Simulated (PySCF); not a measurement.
B(NCO)(OH)2 (CH₂BNO₃), SMILES C(=O)=NB(O)O.

Coordinates come from a ωB97X-D3(BJ)/def2-SVP optimisation. The structure was generated by enumeration, and PubChem lists no compound with its InChIKey, so it may never have been made. One conformer was computed; it need not be the lowest.

Two levels are set side by side: TDDFT-PBE/def2-SVPD (PySCF) and TDDFT-M06-2X/def2-SVPD (PySCF). Vertical, same geometry. The lowest singlet is HOMO→LUMO 100 % with PBE and HOMO→LUMO+1 89 % with the other functional; states are paired by order. Differences are taken from unrounded values.

```csv
quantity,TDDFT-M06-2X,TDDFT-PBE,TDDFT-PBE minus TDDFT-M06-2X
lowest singlet excitation (eV),6.67,6.41,-0.26
lowest triplet excitation (TDA) (eV),6.53,6.13,-0.40
first bright state (f over 0.05) (eV),9.11,7.08,-2.03
its oscillator strength,0.18,0.05,-0.12
```

Functionals without exact exchange tend to place singlet excitations lower, as here. Differences between two approximate levels are no errors against the true value.

Rough cost on one machine, each run with all the roots and properties that it gave: TDDFT-M06-2X against TDDFT-PBE about 20 times.
